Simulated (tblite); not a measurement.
Start geometry of `C[C@@H](O[SiH3])[C@H](F)C(=O)O` from a force field or distance geometry (Å):
```
atom  x, y, z in Å
C1     0.4983    1.7420   -0.0649
C2     0.4122    0.3269   -0.5295
O3     0.9198   -0.5668    0.4145
Si4    2.2116   -1.4256   -0.3019
C5    -0.9836   -0.1072   -0.9117
F6    -1.4625    0.6638   -1.9534
C7    -1.9590   -0.0781    0.1697
O8    -1.6987    0.2611    1.3537
O9    -3.2684   -0.4702   -0.1339
H10   -0.0519    2.3734   -0.7974
H11    0.0293    1.8176    0.9405
H12    1.5485    2.0573    0.0077
H13    1.0324    0.1821   -1.4333
H14    3.4475   -1.0979    0.4173
H15    1.9232   -2.8499   -0.0489
H16    2.3092   -1.1977   -1.7252
H17   -0.9503   -1.1621   -1.2878
H18   -3.9664   -0.4625    0.6080
```

Task: What comes out of this run: tblite 0.8.0, GFN2-xTB geometry optimisation, gas phase?

Result: 
```
atom  x, y, z in Å
C1     0.8322    1.5535   -0.5286
C2     0.2460    0.3920   -1.3172
O3     0.7850   -0.8470   -0.9975
Si4    1.5791   -1.4233    0.2948
C5    -1.2942    0.3132   -1.1393
F6    -1.8492    1.5224   -1.4738
C7    -1.6467   -0.0486    0.2962
O8    -1.6402    0.7002    1.2305
O9    -1.9350   -1.3461    0.3901
H10    0.3892    2.4853   -0.8694
H11    0.6298    1.4356    0.5325
H12    1.9067    1.5893   -0.6859
H13    0.4312    0.5566   -2.3901
H14    0.8695   -1.2000    1.5584
H15    1.6083   -2.8235   -0.0907
H16    2.9049   -0.8137    0.4150
H17   -1.7129   -0.4425   -1.8131
H18   -2.1125   -1.5970    1.3118
```

The energy falls by 115.9 kJ/mol over 286 L-BFGS steps, the largest force on an atom goes from 6.35 to 0.008 eV/Å, and the atoms move by 1.315 Å rms after alignment. The bond that changes most is O3–Si4 (silyl ether oxygen to oxygen-bound silicon), which shortens by 0.086 Å. Bonds longer at the end by more than 0.005 Å: 4 of 17; shorter: 11. Among the angles that change most is C2–O3–Si4, from 108.3° to 133.7°. Among the dihedrals that turn most is C5–C2–O3–Si4, from 113° to -103°. Rotational constants go from 2163, 813.6, 777.3 to 1823, 1125, 886.9 MHz. The orientation of the end geometry is arbitrary; only internal coordinates are fixed.

Hardware: one thread, Arm Neoverse V1 (aarch64) (shared host). Cost: 2.3 s.

Its GFN2-xTB frequencies are all real (lowest 45 cm⁻¹). The numbers are those of one conformer. 3 starts were optimised and ended at 0.00, 0.77 and 0.77 kcal/mol (GFN2-xTB); the lowest of these is shown.

All values are computed, not measured.
